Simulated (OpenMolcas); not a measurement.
**Levels of neutral antimony by method**

```
Program             : OpenMolcas 26.06
Basis               : ANO-R2 [7s6p4d2f1g]
Scalar Hamiltonian  : X2C, finite nucleus
Active space        : 5 electrons in 9 orbitals (RAS2 5s 5p; RAS3 5d, at most 2 electrons)
State averaging     : 2S+1 = 4 odd, 1 root; 2S+1 = 2 odd, 8 roots; 2S+1 = 4 even, 3 roots; 2S+1 = 2 even, 5 roots (0 in the spin-orbit step)
Spin-orbit coupling : RASSI with atomic mean-field integrals over the reference wave functions, term energies averaged over their components
```

Methods on the same reference wave functions:
A. RASSCF
B. SS-RASPT2, IPEA 0.25 Eh, imaginary shift 0.1 Eh (closed shells correlated: 4d)
C. XMS-RASPT2, IPEA 0.25 Eh, imaginary shift 0.1 Eh (closed shells correlated: 4d)

Energies in cm-1 above 5s2 5p3 4S* 3/2, the measured ground level; measured values from NIST Handbook of Basic Atomic Spectroscopic Data.

| Level | A | B | C | Measured |
| --- | --- | --- | --- | --- |
| 5s2 5p3 4S* 3/2 | 0.0 | 0.0 | 0.0 | 0.0 |
| 5s2 5p3 2D* 3/2 | 11830 | 10150 | 10120 | 8512 |
| 5s2 5p3 2D* 5/2 | 12902 | 11220 | 11180 | 9854 |
| 5s2 5p3 2P* 1/2 | 19975 | 18230 | 18230 | 16395 |
| 5s2 5p3 2P* 3/2 | 21375 | 19670 | 19660 | 18464 |

Deviations, from unrounded energies. A percentage is the sum of absolute deviations over the sum of measured energies, with the sign that they share, or ± where signs differ.

```
                        Against measurement  Levels      A      B      C
             mean absolute deviation (cm-1)       4   3200   1500   1500
other terms of the ground configuration (%)       4  +24.2  +11.4  +11.2
```

B, C lie about equally close to measurement and A furthest from it. The largest miss of C in the table is 5s2 5p3 2P* 1/2, by +1800 cm-1. The ranking rests on the paired levels alone, and a cruder setting can come out closer through cancelling errors.

Between B and C the level of the table that moves most is 5s2 5p3 2D* 5/2, by 40 cm-1 (lowest in C, highest in B). Moves below CASPT2's spread within the term are not significant.

The mean deviations of B to C differ by less than CASPT2's widest spread within a term (40 cm-1), so their order carries little weight.

From A to B the spin-free energies of the other terms of 5s2 5p3 shown, above 4S*, scale by factors of 0.86 to 0.91.

The lowest spin-free term lies below A's lowest term by 0.470 hartree in B, 0.470 hartree in C.

CASPT2 breaks the degeneracy within a term, and the mean is taken; among the terms shown or strongly mixed into the levels shown the widest spread is 40 cm-1 (5s2 5p3 2D*, C). Some high roots are left out of the spin-orbit mixing, which shifts the levels that they would mix with. Active for correlation alone: 5d; no level in the range computed is led by a configuration that fills it, so any true level of that kind is missing. Some terms miss by over 15 % even with CASPT2, which points to a basis or an active space too small for the shells correlated (holds for B; C). Computed and measured levels are paired by configuration, term and J; levels that our copy of the source lacks, or whose pairing is in doubt (as where it misses far off the trend of its configuration), stay unpaired and out of the deviations. Levels of configurations outside the active space are missing. The table leaves out levels that lie high or whose names do not pair safely across all columns.

* marks odd parity.
